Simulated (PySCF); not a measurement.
Species: C₆H₁₁NS.
Atom-mapped SMILES: `[CH2:1]=[CH:2][CH2:3][C:4](=[S:5])[N:6]([CH3:7])[CH3:8]` (hydrogens: H9, H10 on C1; H11 on C2; H12, H13 on C3; H14, H15, H16 on C7; H17, H18, H19 on C8)

Computed geometry: GFN2-xTB, gas phase.

**Question.** Give the optimised bond lengths and angles.

**Answer.** 
```tsv
bond	length (Å)
C1=C2	1.320
C2–C3	1.501
C3–C4	1.508
C4=S5	1.650
C4–N6	1.339
N6–C7	1.445
N6–C8	1.442
C1–H9	1.079
C1–H10	1.077
C2–H11	1.082
C3–H12, C3–H13	1.093
C7–H14, C7–H15, C7–H16	1.091
C8–H17, C8–H18, C8–H19	1.091
```

Bonds in one row agree within 0.01 Å and their mean is given. A selection of angles:
```tsv
angle	degrees
C1–C2–C3	124.5
C2–C3–C4	111.5
C3–C4–S5	118.8
C3–C4–N6	118.4
S5–C4–N6	122.8
C4–N6–C7	123.0
C4–N6–C8	121.6
C7–N6–C8	115.3
```

Dihedral angles: C1–C2–C3–C4 133° (anticlinal); C2–C3–C4–S5 101° (anticlinal); C3–C4–N6–C7 0° (synperiplanar). The mirror-image conformer, all signs reversed, is as good.

The C–N distances run from 1.339 Å (C4–N6, drawn single) to 1.445 Å (N6–C7, drawn single), a spread of 0.106 Å. Of the pairs four or more bonds apart, S5···H18 is among the closest relative to their van der Waals radii: 2.41 Å, 80 % of the sum of Bondi's values. N6 (nitrogen bound to a thiocarbonyl carbon) is planar (angles 123.0°, 121.6° and 115.3°, sum 359.9°, 0.03 Å off the plane of its three neighbours). The 3 C–C bonds span 1.320 Å (C1=C2, drawn double) to 1.508 Å (C3–C4, drawn single), a spread of 0.188 Å.

Point group: C1 (no symmetry element, even within 0.4 Å). GFN2-xTB frequencies: not computed here. The numbers are those of one conformer.
